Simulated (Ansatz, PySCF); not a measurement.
Reaction R1 + R2 → P1 + P2, each structure at its B3LYP-D3(BJ)/def2-TZVP stationary point, reached from a drawn start (curvature not checked).
R1, SiH4 (SMILES [SiH4]) (charge 0, multiplicity 1, Z-matrix in Å and degrees):
```
Si
H 1 1.4803
H 1 1.4803 2 109.47
H 1 1.4803 2 109.47 3 120.00
H 1 1.4803 2 109.47 4 120.00
```
P1: Si2H6 (SMILES [SiH3][SiH3]), charge 0, multiplicity 1.
R2: FH3Si (SMILES F[SiH3]), charge 0, multiplicity 1.
P2, HF (SMILES F) (charge 0, multiplicity 1, Z-matrix in Å and degrees):
```
F
H 1 0.9245
```

P less R. No zero-point or thermal terms.

Frozen-core correlation throughout.

The values were computed with Ansatz (a first-principles code) with Gaussian orbitals; PySCF for the D3/D4 terms. Each number belongs to the level named beside it.

PBE/def2-TZVPP gives 25.33 kcal/mol for the reaction energy.

Q: Where do these levels fall relative to PBE: PBE-D3(BJ)/def2-TZVPP, r2SCAN/def2-TZVPP, PBE0/def2-TZVPP, wB97M-V/def2-TZVPP, B2PLYP/def2-TZVPP, MP2/cc-pV(Q+d)Z, CCSD(T)/cc-pV(Q+d)Z.

A: PBE-D3(BJ)/def2-TZVPP -0.92; r2SCAN/def2-TZVPP 4.18; PBE0/def2-TZVPP 1.10; wB97M-V/def2-TZVPP 6.00; B2PLYP/def2-TZVPP 7.03; MP2/cc-pV(Q+d)Z 6.98; CCSD(T)/cc-pV(Q+d)Z 5.45 kcal/mol. 6 of 7 lie above PBE; the widest gap is to B2PLYP/def2-TZVPP.
